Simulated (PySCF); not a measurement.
SMILES c1[c]ccc(c1)C#N (C7H4N), doublet at its PBE0/def2-SVP optimised geometry (Å):

```
12

N     -2.6541    -0.0205     0.0002
C     -1.4946    -0.0158     0.0001
C     -0.0613    -0.0100     0.0000
C      0.6388    -1.2285     0.0000
C      2.0359    -1.2285     0.0000
C      2.6541     0.0016     0.0001
C      2.0255     1.2264     0.0000
C      0.6284     1.2143     0.0000
H      0.0843    -2.1698    -0.0001
H      2.5958    -2.1672    -0.0001
H      2.5774     2.1698     0.0000
H      0.0660     2.1508     0.0001
```

Method: unrestricted PBE0/def2-TZVP in PySCF 2.14.0. Cells within 0.4 Å of a nucleus heavier than hydrogen are left out (blank, or x).

Map of the log10 of the electron density (e/bohr³), floored at −4 on the plane z = 0.0 Å:

```
|00000000000000000000000000000|
|00000000000000000000000000000|
|00000000000000000000000000000|
|00000000000000000000000000000|
|00000000000011221101222100000|
|00000000000123333223343320000|
|00000000001245555434555431000|
|00000000001356776556777542000|
|00000011112357987667898642100|
|00001223333457898888998642100|
|001234444444578xx99xx87643100|
|002345666666678xx99xx87653210|
|01346788887778899888998764320|
|0135789999x888x987789x9865321|
|023579xx9xx99xx976678xx875421|
|013578xx99x888x987789x9865321|
|01346788887778899888998764320|
|002345666666678xx99xx97653210|
|001234445544578xx99xx97643100|
|00012233333457898888998643100|
|00000111122357987767898642100|
|00000000001356776556777542000|
|00000000001245555434555431000|
|00000000000123443223343320000|
|00000000000011221101222100000|
|00000000000000000000000000000|
|00000000000000000000000000000|
|00000000000000000000000000000|
|00000000000000000000000000000|
```
Scale: ten equal steps from -4.00 (start of '0') to -0.250 (end of '9'), in the order '0123456789'; x runs from -5.00 to 5.00, y from -5.00 (bottom) to 5.00 (top).
